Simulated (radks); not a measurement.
Species: Be+. Configuration: [He] 2s0.5 2p0.5 (fractional occupations, a model configuration). Method: scalar-relativistic Kohn-Sham, PBEsol, spin-unpolarised, spherical densities, finite nucleus; Fermi nuclear charge, rms radius 2.519 fm; without spin polarisation the odd electron is poorly described; computed with a radial shooting solver on a logarithmic mesh with Libxc functionals.

Local quantities along the radius. ELF = 1/(1 + alpha^2) is the electron localisation function; alpha = (tau - tau_W)/tau_unif compares the Pauli kinetic energy density with that of the uniform gas. tau is taken from the large components.

| r (bohr) | ELF | alpha |
|---|---|---|
| 0.01908 | 1.000 | 0.0003078 |
| 0.02117 | 1.000 | 0.0003148 |
| 0.02349 | 1.000 | 0.0003229 |
| 0.02607 | 1.000 | 0.0003321 |
| 0.02892 | 1.000 | 0.0003427 |
| 0.03209 | 1.000 | 0.0003549 |
| 0.03561 | 1.000 | 0.0003690 |
| 0.03951 | 1.000 | 0.0003853 |
| 0.04384 | 1.000 | 0.0004044 |
| 0.04865 | 1.000 | 0.0004268 |
| 0.05398 | 1.000 | 0.0004533 |
| 0.0599 | 1.000 | 0.0004847 |
| 0.06593 | 1.000 | 0.0005192 |
| 0.07316 | 1.000 | 0.0005640 |
| 0.08118 | 1.000 | 0.0006184 |
| 0.09007 | 1.000 | 0.0006854 |
| 0.09995 | 1.000 | 0.0007688 |
| 0.1109 | 1.000 | 0.0008737 |
| 0.1231 | 1.000 | 0.001008 |
| 0.1365 | 1.000 | 0.001182 |
| 0.1515 | 1.000 | 0.001411 |
| 0.1681 | 1.000 | 0.001719 |
| 0.1865 | 1.000 | 0.002141 |
| 0.207 | 1.000 | 0.002732 |
| 0.2297 | 1.000 | 0.003583 |
| 0.2548 | 1.000 | 0.004837 |
| 0.2828 | 1.000 | 0.006743 |
| 0.3138 | 1.000 | 0.009731 |
| 0.3482 | 1.000 | 0.01458 |
| 0.3863 | 0.999 | 0.02275 |
| 0.4286 | 0.999 | 0.03705 |
| 0.4756 | 0.996 | 0.06316 |
| 0.5278 | 0.987 | 0.1129 |
| 0.5856 | 0.957 | 0.2113 |
| 0.6498 | 0.855 | 0.4126 |
| 0.721 | 0.593 | 0.8290 |
| 0.8 | 0.265 | 1.665 |
| 0.8877 | 0.091 | 3.160 |
| 0.985 | 0.036 | 5.181 |
| 1.093 | 0.022 | 6.601 |
| 1.213 | 0.026 | 6.151 |
| 1.346 | 0.050 | 4.381 |
| 1.493 | 0.118 | 2.736 |
| 1.657 | 0.248 | 1.743 |
| 1.824 | 0.380 | 1.276 |
| 2.024 | 0.478 | 1.045 |
| 2.245 | 0.517 | 0.9659 |
| 2.491 | 0.512 | 0.9763 |
| 2.765 | 0.472 | 1.058 |
| 3.068 | 0.403 | 1.217 |
| 3.404 | 0.312 | 1.484 |
| 3.777 | 0.214 | 1.915 |
| 4.191 | 0.128 | 2.615 |
| 4.65 | 0.065 | 3.786 |
| 5.16 | 0.029 | 5.827 |
| 5.725 | 0.011 | 9.573 |
| 6.353 | 0.004 | 16.87 |
| 7.049 | 0.001 | 32.05 |
| 7.822 | 0.000 | 65.96 |
| 8.679 | 0.000 | 148.0 |

On this mesh the ELF has minima near r = 1.1 bohr, which separate the shells, and maxima near 2.2 (0.52).
